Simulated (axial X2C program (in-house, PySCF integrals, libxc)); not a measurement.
## Spin–orbit effects down a group: molecules with Li (ions), PBE0

Calculated with an in-house all-electron X2C program for linear molecules (integrals from PySCF), spin-free (one-electron X2C) or two-component (2c: spin–orbit coupling with atomic mean-field Coulomb and Gaunt terms, which also bring small scalar terms), in Dyall basis sets with cores contracted in-house; open shells are unrestricted.

Basis sets: As dyall-acv3z, Li dyall-av3z, N dyall-av3z, Sb dyall-acv3z.

```json
{"molecule": "LiN⁻", "spin-free state": "M_S = 3/2, Λ = 0", "Re (Å)": "1.915", "ωe (cm⁻¹)": "589.2", "De (eV)": "1.80", "2c state": "Ω = 3/2", "Re 2c (Å)": "1.915", "ωe 2c (cm⁻¹)": "589.1", "De 2c (eV)": "1.80"}
{"molecule": "LiAs⁻", "spin-free state": "M_S = 3/2, Λ = 0", "Re (Å)": "2.526", "ωe (cm⁻¹)": "352.0", "De (eV)": "1.57", "2c state": "Ω = 3/2", "Re 2c (Å)": "2.508", "ωe 2c (cm⁻¹)": "333.8", "De 2c (eV)": "n/a"}
{"molecule": "LiSb⁻", "spin-free state": "M_S = 1/2, Λ = 1", "Re (Å)": "2.547", "ωe (cm⁻¹)": "389.4", "De (eV)": "1.36", "2c state": "Ω = 3/2", "Re 2c (Å)": "2.559", "ωe 2c (cm⁻¹)": "375.3", "De 2c (eV)": "1.39"}
```

Question: Work out the shifts from the spin-free to the two-component result.

Answer: 

```
molecule  2c state  ΔRe (Å)  Δωe (cm⁻¹)  ΔDe (eV)
    LiN⁻   Ω = 3/2    0.000        -0.1      0.00
   LiAs⁻   Ω = 3/2   -0.018       -18.2       n/a
   LiSb⁻   Ω = 3/2    0.012       -14.1      0.03
```

Shifts of one unit in the last digit are rounding.

Fragments in 2c: N + Li-, As- + Li, Sb- + Li. Each entry is the lowest single determinant of a limited PBE0 search at one distance. De goes to single-determinant-based atoms at the same level (for ions the charge split of lowest energy) and is withheld (n/a) where an atom does not fit its ground term or J level. Main or longest-lived isotopes. One determinant is a doubtful description, or other states lie close, for LiN⁻, LiAs⁻, LiSb⁻; these need not be ground states, and all values refer to the states named. With several unpaired electrons the Ω given is that of one determinant, not necessarily of the lowest component. The functionals have no current term, which raises determinants with orbital currents.
